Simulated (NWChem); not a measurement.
imidazole (C3H4N2); SMILES c1c[nH]cn1

All runs: NWChem. The geometry was optimised at PBE0/def2-SVP. Level: PBE0/def2-SVP with SMD (1 M gas to 1 M solution), gas-phase geometry.

Problem. Predict the results for solvent toluene. Quantities: solvation free energy (kcal/mol); cavity-dispersion-structure term (kcal/mol); dipole in solution (D).

Solution. The solvation free energy (kcal/mol) is -8.6. The cavity-dispersion-structure term (kcal/mol) comes out as -3.1 and the dipole in solution (D) is 4.47.
